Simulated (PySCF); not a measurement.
C6H5N3, SMILES c1ccc2[nH]nnc2c1. Heavy atoms are numbered as in [cH:1]1[cH:2][cH:3][c:4]2[nH:5][n:6][n:7][c:8]2[cH:9]1. Hydrogens are named by the atom that carries them.

Geometry: B3LYP-D3(BJ)/def2-SVP.

Calculation: PBE0/pcSseg-1 in PySCF.

GIAO shieldings, no solvent; atoms alike by connectivity are averaged. δ = σ(ref) − σ: ¹³C against TMS (σ = 186.3 ppm); ¹⁵N against NH3 (σ = 267.4 ppm); ¹H against TMS (σ = 31.56 ppm), references at their B3LYP-D3(BJ)/def2-TZVP geometries, non-relativistic.

```tsv
atoms	nucleus	count	δ (ppm)
C8	¹³C	1	151.3
C4	¹³C	1	?
C2 (CH)	¹³C	1	?
C1 (CH)	¹³C	1	130.9
C9 (CH)	¹³C	1	?
C3 (CH)	¹³C	1	?
N6	¹⁵N	1	?
N7	¹⁵N	1	394.5
N5 (NH)	¹⁵N	1	239.5
H on N5	¹H	1	11.19
H on C9	¹H	1	8.71
H on C3	¹H	1	8.00
H on C2	¹H	1	?
H on C1	¹H	1	?
```

Task: What belongs in the gaps? (An estimate is asked for; the answer gives what the named calculation found.)

Result: 
- C3 (CH), δ (ppm): 115.0
- C2 (CH), δ (ppm): 135.6
- H on C2, δ (ppm): 7.99
- H on C1, δ (ppm): 7.90
- N6, δ (ppm): 424.6
- C9 (CH), δ (ppm): 129.9
- C4, δ (ppm): 139.3
